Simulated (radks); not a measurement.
Values are calculated unless marked as measured or tabulated.
All-electron atom: the erbium ion Er+ in [Xe] 4f11 6s2 (not the ground configuration). Code: a radial shooting solver on a logarithmic mesh with Libxc functionals. Model: scalar-relativistic Kohn-Sham, PBE, spin-unpolarised, spherical densities, finite nucleus; Fermi nuclear charge, rms radius 5.2516 fm.

Unscreened Slater integrals over Kohn-Sham orbitals (hartree).

\begin{tabular}{lr}
integral & value \\ \hline
F0(6s,6s) & 0.26653 \\
F0(6s,4f) & 0.34715 \\
G3(6s,4f) & 0.012266 \\
F0(6s,5p) & 0.33019 \\
G1(6s,5p) & 0.026228 \\
F0(6s,5s) & 0.33564 \\
G0(6s,5s) & 0.013969 \\
F0(4f,4f) & 1.2131 \\
F2(4f,4f) & 0.56828 \\
F4(4f,4f) & 0.35496 \\
F6(4f,4f) & 0.25493 \\
F0(4f,5p) & 0.74972 \\
F2(4f,5p) & 0.25277 \\
G2(4f,5p) & 0.13116 \\
G4(4f,5p) & 0.10085 \\
F0(4f,5s) & 0.84917 \\
G3(4f,5s) & 0.15607 \\
F0(5p,5p) & 0.62235 \\
F2(5p,5p) & 0.33465 \\
F0(5p,5s) & 0.66865 \\
G1(5p,5s) & 0.44493 \\
F0(5s,5s) & 0.73001 \\
\end{tabular}

Derived for the open shells (J is the average intra-shell exchange parameter used in DFT+U). 4f: F4/F2 = 0.625, F6/F2 = 0.449, J = (286 F2 + 195 F4 + 250 F6)/6435 = 0.04592 hartree.
